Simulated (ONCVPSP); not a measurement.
Si (Z = 14), ONCV: configuration errors across variants

ONCVPSP 4.0.1 input, shortened (lines: element, Z, core and valence counts, functional; n l f; lmax; l rc ep ncon nbas qcut; lloc lpopt rc5 dvloc0; l nproj debl; icmod fcfact rcfact), PBE, scalar-relativistic:

```
  Si 14.00    3    2        4      upf
    1    0    2.00
    2    0    2.00
    2    1    6.00
    3    0    2.00
    3    1    2.00
    2
    0    1.45    0.00    4    7    4.80
    1    1.50    0.00    4    7    5.40
    2    1.25    0.05    4    7    7.40
    4    5    0.95    3.00
    0    2    3.10
    1    2    3.50
    2    1    0.30
    3    2.25    1.00
```

All-electron excitation energies from the reference (eV): (1) 3s2 3p1 7.740; (2) 3s2 3p0 23.733; (3) 3s1 3p0 57.704; (4) 3s0 3p4 13.778.

A true bound ghost makes a file unfit for plane-wave use even where its test errors are small: the radial tests pick states by their node count and pass the ghost by.

Errors AE − PS in meV (a dash: test not solved or not reliable):

| change | (1) | (2) | (3) | (4) | bound ghosts | GHOST(+) flags above zero |
| --- | --- | --- | --- | --- | --- | --- |
| base | -2.0 | -11 | +38 | +12 | s | none |
| core correction Teter function, fcfact 2.25, rcfact 1.3 | -1.0 | -6.1 | +19 | +5.0 | s | none |
| core correction Teter function, fcfact 2.25, rcfact 1.54 | 0.0 | -6.6 | -44 | -4.8 | s | none |
| core correction Teter function, fcfact 2.25, rcfact 1.66 | -0.8 | -18 | -114 | -9.7 | s | none |
| core correction Teter function, fcfact 2.25, rcfact 1.8 | -3.9 | -47 | -229 | -15 | s | none |
| core correction Teter function, fcfact 2.25, rcfact 2.02 | -16 | -126 | -468 | -23 | s | none |

(1) Give the same row for: core correction Teter function, fcfact 2.25, rcfact 1.16.

Answers

(1) -1.7, -9.9, +27, +9.4; bound ghosts: s; GHOST(+) flags above zero: none.
